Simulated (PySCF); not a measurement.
C9H5FN2OS, SMILES O=Cc1ccc(-c2ncc(F)cn2)s1.

Geometry optimised at B3LYP-D3(BJ)/def2-SVP. Other conformers were not sampled.

Two levels are set side by side: PBE/def2-SVP (PySCF) and M06-2X/def2-SVP (PySCF). Same geometry, gas phase. Differences are taken from unrounded values.

```
quantity                       PBE
---------------------------  -----
orbital gap (eV)              2.55
highest occupied level (eV)  -5.74
lowest empty level (eV)      -3.19
dipole moment (D)             3.91
mean polarisability (bohr³)  143.7
```

**Question.** These are the PBE values. What does M06-2X give? (Estimate from the structure and the level; the computed values follow.)

**Answer.** 
```json
[
 {"quantity": "orbital gap (eV)", "M06-2X": "6.29", "PBE minus M06-2X": "-3.74"},
 {"quantity": "highest occupied level (eV)", "M06-2X": "-7.99", "PBE minus M06-2X": "2.25"},
 {"quantity": "lowest empty level (eV)", "M06-2X": "-1.70", "PBE minus M06-2X": "-1.49"},
 {"quantity": "dipole moment (D)", "M06-2X": "3.86", "PBE minus M06-2X": "0.05"},
 {"quantity": "mean polarisability (bohr³)", "M06-2X": "131.6", "PBE minus M06-2X": "12.1"}
]
```

PBE's occupied levels lie high since its potential decays too fast outside the molecule; exact exchange lowers them and widens the gap. PBE's more diffuse valence density responds more strongly to a field. Differences between two approximate levels are no errors against the true value.

Rough cost on one machine, each run with all the roots and properties that it gave: M06-2X against PBE about 3 times.
